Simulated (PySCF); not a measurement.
Numbering as in the mapped SMILES `[CH3:1][BH:2][O:3][CH2:4][CH3:5]` (H(Xn): hydrogen on atom n).

Geometry: PBE0-D3(BJ)/def2-SVP; GIAO shifts from PySCF, gas phase, non-relativistic, averaged over equivalent atoms.

At LDA/pcSseg-1 (130 basis functions, 9.1 s wall time on 1 thread of an Arm Neoverse V2, shared host):
```tsv
atoms	δ (ppm)
C4	76.5
C5	19.4
C1	7.6
B2	52.3
O3	265.7
H(B2)	5.61
H(C4)	4.31
H(C5)	1.23
H(C1)	0.48
```

δ = σ(ref) − σ, references computed at the same level: ¹³C (180.72 ppm), ¹H (30.83 ppm) vs TMS; ¹¹B (92.91 ppm) against BF3·OEt2; H2O for ¹⁷O (342.75 ppm).

Question: Estimate the result of repeating the calculation with OPBE/pcSseg-1.

Answer: 
```
atoms  δ at OPBE/pcSseg-1  change
   C4                71.3    -5.2
   C5                19.8    +0.4
   C1                 7.6    +0.0
   B2                45.4    -6.9
   O3               227.5   -38.2
H(B2)                5.36   -0.25
H(C4)                4.18   -0.13
H(C5)                1.23   +0.00
H(C1)                0.52   +0.04
```

Referencing at the same level of theory: ¹³C (185.13 ppm) and ¹H (31.23 ppm) vs TMS; ¹¹B (100.31 ppm) against BF3·OEt2; H2O for ¹⁷O (332.03 ppm).

The largest change is at O3 (oxygen bonded to C, B). Cost: 130 basis functions, 12 s wall time on 1 thread of an Arm Neoverse V2, shared host. The order of the carbon signals is the same at both levels.

A carbon bonded to boron is broadened by the quadrupolar boron nucleus and is often missing from a measured spectrum. Unscaled 17O shifts of doubly bonded oxygen tend to come out too high, by tens of ppm or more. Experimental scales use liquid or dissolved standards, which lie at an offset from isolated H2O (liquid H2O: subtract about 36 ppm).
